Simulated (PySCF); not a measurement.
Geometries of 2 isomers of C5H9ClO, from PBE0-D3(BJ)/def2-SVP geometry optimisation, gas phase (PySCF). One conformer each, no zero-point energy, no frequencies.

Question: Which is lower in electronic energy at this level?
A.
```xyz
16
angstrom
Cl     4.004   -0.230   -0.041
C      2.332    0.153    0.449
C      1.536   -1.132    0.604
O      0.226   -0.907    1.044
C     -0.644   -0.440    0.072
C     -1.932    0.120    0.557
C     -0.905    1.034   -0.060
H      2.373    0.701    1.400
H      1.905    0.809   -0.320
H      1.550   -1.686   -0.354
H      2.022   -1.767    1.360
H     -0.652   -1.043   -0.847
H     -2.846   -0.107    0.004
H     -2.048    0.166    1.642
H     -0.362    1.696    0.621
H     -1.090    1.448   -1.055
```
B.
```xyz
16
angstrom
C     -1.415    0.729    0.645
C     -0.040    1.077    1.192
C      1.086    0.774    0.214
C      2.452    1.141    0.765
C      3.577    0.855   -0.184
O      3.507    0.384   -1.266
Cl     5.168    1.323    0.510
H     -2.209    0.961    1.370
H     -1.488   -0.343    0.403
H     -1.631    1.290   -0.278
H      0.136    0.526    2.133
H     -0.008    2.148    1.464
H      1.077   -0.296   -0.051
H      0.919    1.315   -0.733
H      2.676    0.602    1.702
H      2.517    2.210    1.032
```

Answer: B. That is valeryl chloride (`CCCCC(=O)Cl`), 39.6 kcal/mol below the other.

```json
{"SMILES": "CCCCC(=O)Cl", "atoms numbered as above": "[CH3:1][CH2:2][CH2:3][CH2:4][C:5](=[O:6])[Cl:7]", "E (Eh)": "-730.59217", "relative (kcal/mol)": "0.0", "relative (kJ/mol)": "0.0", "dipole (D)": "2.90"}
{"SMILES": "ClCCOC1CC1", "atoms numbered as above": "[Cl:1][CH2:2][CH2:3][O:4][CH:5]1[CH2:6][CH2:7]1", "E (Eh)": "-730.52903", "relative (kcal/mol)": "39.6", "relative (kJ/mol)": "165.8", "dipole (D)": "1.67"}
```

As drawn, the lower has a C=O bond, which the higher lacks; the higher has a three-membered ring, which the lower lacks.
